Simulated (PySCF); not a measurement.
Diagnose this run.

A core-ionisation job on CH3BFN, SMILES `C#[N+][BH2-]F`. The calculation used delta-SCF UKS PBE0, pcX-2 on the ionised atom, pcseg-1 elsewhere, spin-free X2C (PySCF 2.14.0).

Driver input (Å, PBE0-D3(BJ)/def2-SVP geometry):

```
{"job": {"kind": "xps", "xc": "PBE0"}, "charge": 0, "multiplicity": 1}
C      1.2544     0.2955    -1.0056
N      0.4074     0.1016    -0.2577
B     -0.7552    -0.1958     0.8216
F     -1.8717     0.4780     0.3761
H      2.0535     0.4768    -1.7101
H     -0.2442     0.2398     1.8494
H     -0.8179    -1.4211     0.7750
```

Output:

```
ground state, core basis on atom 0 (C), 102 functions
  cycle   1  E = -219.15974029  |g| = 5.01e-01
  cycle   2  E = -219.06909403  |g| = 8.77e-01
  cycle   3  E = -219.21788261  |g| = 1.47e-01
  cycle   4  E = -219.22070332  |g| = 8.32e-02
  cycle   5  E = -219.22212763  |g| = 8.48e-03
  cycle   6  E = -219.22214687  |g| = 2.62e-03
  cycle   7  E = -219.22214783  |g| = 3.48e-04
  E(ground) = -219.22198442 Eh
hole in C 1s of atom 0
  cycle   1  E = -207.87019629  |g| = 1.50e+00
  cycle   2  E = -203.92916955  |g| = 2.63e+00
  cycle   3  E = -207.96529018  |g| = 9.77e-01
  cycle   4  E = -208.26451811  |g| = 5.64e-01
  cycle   5  E = -208.37639906  |g| = 3.15e-01
  ... (3 cycles left out)
  cycle   9  E = -208.42017225  |g| = 5.45e-03
  cycle  10  E = -208.42036957  |g| = 3.93e-03
  cycle  11  E = -208.42046676  |g| = 2.88e-03
  cycle  12  E = -208.42047407  |g| = 6.49e-04
  cycle  13  E = -208.42047581  |g| = 3.64e-04
  E(ion) = -208.42032546 Eh   <S^2> = 0.8791   hole on atom = 1.000   binding energy = 293.928 eV
ground state, core basis on atom 1 (N), 102 functions
  cycle   1  E = -219.23189754  |g| = 7.81e-02
  cycle   2  E = -219.23093057  |g| = 7.57e-02
  cycle   3  E = -219.23148262  |g| = 5.53e-02
  cycle   4  E = -219.23212143  |g| = 1.86e-03
  cycle   5  E = -219.23212160  |g| = 2.46e-04
  E(ground) = -219.23183105 Eh
hole in N 1s of atom 1
  cycle   1  E = -203.55996059  |g| = 1.86e+00
  cycle   2  E = -202.28597045  |g| = 2.27e+00
  cycle   3  E = -204.03395176  |g| = 6.58e-01
  cycle   4  E = -204.07276645  |g| = 5.98e-01
  cycle   5  E = -204.22600845  |g| = 1.66e-01
  ... (40 cycles left out)
  cycle  46  E = -204.24563919  |g| = 1.33e-02
  cycle  47  E = -204.24552049  |g| = 1.58e-02
  cycle  48  E = -204.24497048  |g| = 2.45e-02
  cycle  49  E = -204.24493126  |g| = 2.51e-02
  cycle  50  E = -204.24493077  |g| = 2.55e-02
hole again with damping 0.5
  cycle   1  E = -203.55996059  |g| = 1.86e+00
  cycle   2  E = -202.28597045  |g| = 2.27e+00
  cycle   3  E = -203.91493035  |g| = 8.74e-01
  cycle   4  E = -204.22950842  |g| = 2.18e-01
  cycle   5  E = -204.24148756  |g| = 1.10e-01
  ... (70 cycles left out)
  cycle  76  E = -204.24585371  |g| = 1.17e-02
  cycle  77  E = -204.24583529  |g| = 1.36e-02
  cycle  78  E = -204.24579219  |g| = 1.46e-02
  cycle  79  E = -204.24575159  |g| = 1.56e-02
  cycle  80  E = -204.24573647  |g| = 1.60e-02
hole again, all orbitals by overlap
  cycle   1  E = -203.55996059  |g| = 1.86e+00
  cycle   2  E = -202.78923121  |g| = 2.12e+00
  cycle   3  E = -203.89486858  |g| = 9.63e-01
  cycle   4  E = -204.07813525  |g| = 6.27e-01
  cycle   5  E = -204.14778939  |g| = 4.70e-01
  ... (70 cycles left out)
  cycle  76  E = -204.24588850  |g| = 7.72e-03
  cycle  77  E = -204.24591592  |g| = 1.53e-02
  cycle  78  E = -204.24592469  |g| = 1.38e-02
  cycle  79  E = -204.24588405  |g| = 1.73e-02
  cycle  80  E = -204.24586478  |g| = 1.85e-02
  E(ion) = -204.24562556 Eh   <S^2> = 0.7787   hole on atom = 1.000   binding energy = 407.795 eV
ground state, core basis on atom 2 (B), 102 functions
  cycle   1  E = -219.21452884  |g| = 5.62e-02
  cycle   2  E = -219.21397529  |g| = 6.27e-02
  cycle   3  E = -219.21455815  |g| = 3.32e-02
  cycle   4  E = -219.21478446  |g| = 6.93e-03
  cycle   5  E = -219.21479695  |g| = 2.53e-04
  E(ground) = -219.21465194 Eh
hole in B 1s of atom 2
  cycle   1  E = -211.61554601  |g| = 1.17e+00
  cycle   2  E = -211.45449223  |g| = 1.16e+00
  cycle   3  E = -211.93974412  |g| = 4.26e-01
  cycle   4  E = -211.98370228  |g| = 2.61e-01
  cycle   5  E = -212.01010448  |g| = 6.52e-02
  cycle   6  E = -212.01164449  |g| = 1.43e-02
  cycle   7  E = -212.01172609  |g| = 3.63e-03
  cycle   8  E = -212.01173431  |g| = 8.61e-04
  cycle   9  E = -212.01173582  |g| = 3.22e-04
  E(ion) = -212.01158814 Eh   <S^2> = 0.7619   hole on atom = 1.000   binding energy = 196.005 eV
ground state, core basis on atom 3 (F), 102 functions
  cycle   1  E = -219.26826781  |g| = 1.09e-01
  cycle   2  E = -219.26818962  |g| = 3.54e-02
  cycle   3  E = -219.26812196  |g| = 4.11e-02
  cycle   4  E = -219.26835915  |g| = 5.69e-03
  cycle   5  E = -219.26836510  |g| = 9.14e-04
  cycle   6  E = -219.26836517  |g| = 8.56e-05
  E(ground) = -219.26818033 Eh
hole in F 1s of atom 3
  cycle   1  E = -193.01047632  |g| = 2.60e+00
  cycle   2  E = -193.19502136  |g| = 1.94e+00
  cycle   3  E = -193.88598747  |g| = 2.44e-01
  cycle   4  E = -193.87300235  |g| = 2.63e-01
  cycle   5  E = -193.90282662  |g| = 1.40e-02
  cycle   6  E = -193.90290150  |g| = 4.50e-03
  cycle   7  E = -193.90291185  |g| = 8.69e-04
  cycle   8  E = -193.90291260  |g| = 2.72e-04
  E(ion) = -193.90276325 Eh   <S^2> = 0.7549   hole on atom = 1.000   binding energy = 690.228 eV
```

The program numbers atoms from 0. E(ground) and E(ion) are re-evaluated on a finer grid than the cycles, so they differ from the last cycles; that is no fault.

Which binding energies of this run can't be used, and why?

1 of 4 holes failed. The driver asks that ground and ion SCF both reach |g| < 5e-4 and that the core orbital is emptied to over 0.9. Failed: N1s on atom 1 (core orbital emptied to 1.000, ⟨S²⟩ = 0.779, so the hole stayed but an SCF missed its threshold). Passed: C1s on atom 0, B1s on atom 2, F1s on atom 3.

How can it be mended?

Discard what failed. Damping and filling all orbitals by overlap were tried in this run and didn't help; a first stage with the core hole frozen, a second-order or squared-gradient solver, or a restricted open-shell scheme is left to try.
